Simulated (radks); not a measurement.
Values are calculated unless marked as measured or tabulated.
Neutral chromium inside a hard spherical wall (all orbitals vanish at R), configuration held at [Ar] 3d5 4s1 and not refilled when levels cross. Level of theory: scalar-relativistic Kohn-Sham, LDA (Slater exchange, Perdew-Wang correlation), spin-unpolarised, spherical densities, finite nucleus; Fermi nuclear charge, rms radius 3.6452 fm (a radial shooting solver on a logarithmic mesh with Libxc functionals). Eigenvalues in eV, with the zero of energy where the potential of the charges vanishes at infinity; a dash marks a level that is unbound or too diffuse for the functional's potential to be trusted. A positive occupied level is held by the wall or, in an anion where self-interaction has pushed it up, behind a barrier. The pressure on the wall is -dE/dV.

R (bohr),E (hartree),kinetic (hartree),e(3s),e(3p),e(4s),e(3d),"e(4p, empty)","e(5s, empty)",pressure (GPa)
free,-1048.47850,1058.541,-73.560,-45.349,-4.191,-3.129,-1.079,-0.033,0
20,-1048.47850,1058.541,-73.560,-45.349,-4.191,-3.129,-1.078,0.105,< 0.0001
12,-1048.47843,1058.542,-73.549,-45.339,-4.184,-3.119,-1.023,1.000,0.00127
8,-1048.47374,1058.575,-73.253,-45.044,-3.925,-2.844,-0.387,4.716,0.179
7,-1048.46520,1058.622,-72.893,-44.687,-3.577,-2.512,0.259,7.561,0.654
6,-1048.44102,1058.736,-72.134,-43.938,-2.771,-1.816,1.575,12.729,2.55
5,-1048.36941,1059.023,-70.526,-42.360,-0.805,-0.332,4.452,22.907,11.2
3,-1047.21336,1062.772,-58.890,-31.048,22.131,11.579,32.910,105.46,479
2.5,-1045.69472,1067.686,-50.255,-22.394,46.991,21.669,60.864,176.50,1790
1.5,-1024.74863,1129.409,17.907,49.884,282.95,101.41,298.35,705.80,65600
